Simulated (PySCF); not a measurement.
GeH2FBr, SMILES [GeH2]([Br])[F]. Geometry optimised at TPSSh-D3(BJ)/def2-SVP.

Problem. Give the equilibrium geometry at TPSSh-D3(BJ)/def2-SVP (PySCF confirms it by a frequency run) as a Z-matrix, and its point group. (The exact figures need the calculation; the answer reports its results.)

Solution. point group Cs.
```
Ge
F 1 1.7412
H 1 1.5305 2 107.06
H 1 1.5305 3 116.76 2 119.89
Br 1 2.2982 3 109.03 4 124.06
```
Charge 0, spin multiplicity 1.
